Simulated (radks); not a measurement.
Hf9+, configuration [Kr] 4d10 4f13 5s2 5p2 (the NIST ground configuration). Method: Dirac Kohn-Sham, LDA (Slater exchange, Perdew-Wang correlation), spin-unpolarised, spherical densities, finite nucleus; open shells fill j = l - 1/2 first; Fermi nuclear charge, rms radius 5.347 fm; computed with a radial shooting solver on a logarithmic mesh with Libxc functionals.

Normalised radial functions P(r) = r R(r) (large component), r in bohr:

r           5p1/2   4f5/2
0.003129   0.0226  0.0000
0.004705   0.0379  0.0000
0.007075   0.0641  0.0000
0.01064    0.1068  0.0001
0.016      0.1699  0.0004
0.02406    0.2446  0.0018
0.03618    0.2885  0.0074
0.05485    0.2092  0.0281
0.08249   -0.0633  0.0927
0.124     -0.3757  0.2604
0.1865    -0.2706  0.5911
0.2805     0.3561  1.0245
0.4218     0.5493  1.2824
0.6344    -0.3121  1.1310
0.9616    -1.1004  0.6881
1.446     -0.8009  0.2643
2.175     -0.1971  0.0480
3.27      -0.0119  0.0026

5p1/2: eigenvalue -172.83 eV, 3 radial nodes at r = 0.0765, 0.227, 0.564 bohr, <r> = 1.13 bohr, 90 % of the charge inside 1.60 bohr. 4f5/2: eigenvalue -162.77 eV, 0 radial nodes, <r> = 0.616 bohr, 90 % of the charge inside 1.01 bohr.
